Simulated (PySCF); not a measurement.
trans-dichloroethylene (C2H2Cl2), SMILES Cl/C=C/Cl. Atoms are numbered in the order given.

```xyz
6

Cl    -0.0505     2.1576     0.0000
C      0.4457     0.4977     0.0000
C     -0.4457    -0.4977     0.0000
Cl     0.0505    -2.1576     0.0000
H      1.5256     0.3421     0.0000
H     -1.5256    -0.3421     0.0000
```

Geometry optimised at TPSSh-D3(BJ)/def2-SVP.

Method: PBE0/pcJ-1 (PySCF).

Isotropic couplings with Fermi-contact, spin-dipole and both spin-orbit terms, one fixed conformer, no vibrational averaging. Isotopes: 13C, 1H.

```csv
pair,bonds apart,J (Hz)
C2–C3,1,103.2
C2–H5,1,201.0
C3–H6,1,201.0
C2–H6,2,[?]
C3–H5,2,[?]
H5–H6,3,[?]
```

Q: Complete the blanks. (The exact figures need the calculation; the answer reports its results.)

A: 
- C2–H6, J (Hz): -0.6
- C3–H5, J (Hz): -0.6
- H5–H6, J (Hz): 13.9
